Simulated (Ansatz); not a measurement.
Species: CH4B, charge 0, multiplicity 2. It need not be the lowest isomer of its formula. 
Structure (B3LYP-D3(BJ)/def2-TZVP (Ansatz, a program for electronic structure) minimum search):
```
B
H 1 1.1929
H 1 1.1929 2 119.39
C 1 1.5225 2 120.31 3 180.00
H 4 1.0861 1 123.13 2 167.05
H 4 1.0861 5 113.75 1 180.00
```
Charge 0, spin multiplicity 2.

Basis-set convergence of Hartree-Fock and MP2 correlation energies (hartree) with Ansatz. Valence correlation only, unless marked. UHF or UKS for open shells. No spin-orbit coupling. No relativistic terms.

| basis | functions | E(HF) | E(corr, MP2) |
|---|---|---|---|
| cc-pVDZ | 48 | -64.82864 | -0.20064 |
| cc-pVTZ | 116 | -64.84764 | -0.24863 |
| cc-pVQZ | 230 | -64.85191 | -0.26484 |

Extrapolating the two largest sets (X = 3 and 4) as X^-3: E(corr) = (64·(-0.26484) - 27·(-0.24863))/37 = -0.2767 Eh, an estimate of the basis-set limit. The largest set recovers 95.7 % of it, the smallest 72.5 %.
